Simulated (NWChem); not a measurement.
System: BHCl, doublet; SMILES [BH]Cl

In the optimisation the excess spin sits in a' (Cs, its own frame).

Give the equilibrium geometry at PBE0/def2-SVP, spin-unrestricted (NWChem) as an XYZ file, with the point group.

point group Cs; any orientation.
```
3

B      0.1328     1.2030     0.0000
Cl     0.0230    -0.5122     0.0000
H     -0.8318     1.9285     0.0000
```
